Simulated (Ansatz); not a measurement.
Ansatz (an electronic-structure program) input (PBE0/def2-TZVPD):

Ansatz 0.2 input:
```yaml
crystal:
  periodic: [false, false, false]
  atoms:
    - {symbol: C, position_ang: [-1.84397230, -0.36782092, -0.04621434]}
    - {symbol: B, position_ang: [-0.36002525, -0.07181497, -0.00902309]}
    - {symbol: Cl, position_ang: [0.80604499, -1.36302914, 0.27277094]}
    - {symbol: Cl, position_ang: [0.23391295, 1.57047168, -0.24670711]}
    - {symbol: H, position_ang: [-2.23450199, -1.36810966, 0.09688257]}
    - {symbol: H, position_ang: [-2.58082299, 0.40758696, -0.21756610]}
basis:
  gaussian:
    orbitals: def2-TZVPD
hamiltonian:
  xc: {name: PBE0}
magnetization: {spin_polarized: true, initial_magnetization: 1}
output: {forces: true}
```

Output:

```
Functional definition: PBE0
integrals: 0.10 GiB planned
1057 factors; their error is unknown
0.31 GiB of the device are held for the grids
1.01 GiB of device memory are held for the factors and their scratch space
mean field: 0.92 GiB planned
mean field evaluation 1: about -26778.5824 eV, gradient 2.9e1 eV
mean field evaluation 2: about -26776.5330 eV, gradient 3.4e1 eV
mean field evaluation 4: about -26783.0260 eV, gradient 2.3e0 eV
mean field evaluation 8: about -26783.0545 eV, gradient 4.5e-2 eV
mean field evaluation 16: about -26783.1048 eV, gradient 4.0e-5 eV
mean field -26783.10482891 eV, -984.2609482220 hartree, gradient 4.0e-5 eV, S^2 0.753767; 0 other end points of the search recorded, 0 dependent functions left out
the calculation of the forces begins
reference -26783.10487615 eV, -984.2609499580 hartree; 24, 23 occupied and 160, 161 virtual orbitals, 1057 factors
Total energy: -26783.10487615 eV, -984.2609499580 hartree
Atom 0 at    -1.843972    -0.367821    -0.046214 Å, force     0.008869     0.001769     0.000222 eV/Å
Atom 1 at    -0.360025    -0.071815    -0.009023 Å, force     0.219703     0.043825     0.005506 eV/Å
Atom 2 at     0.806045    -1.363029     0.272771 Å, force    -0.130133     0.167070    -0.035256 eV/Å
Atom 3 at     0.233913     1.570472    -0.246707 Å, force    -0.057658    -0.204529     0.030549 eV/Å
Atom 4 at    -2.234502    -1.368110     0.096883 Å, force    -0.010594    -0.054298     0.008384 eV/Å
Atom 5 at    -2.580823     0.407587    -0.217566 Å, force    -0.030187     0.046163    -0.009406 eV/Å
Dipole moment:    -0.378373    -0.075475    -0.009483 e Å
```

It need not be the lowest isomer of its formula.
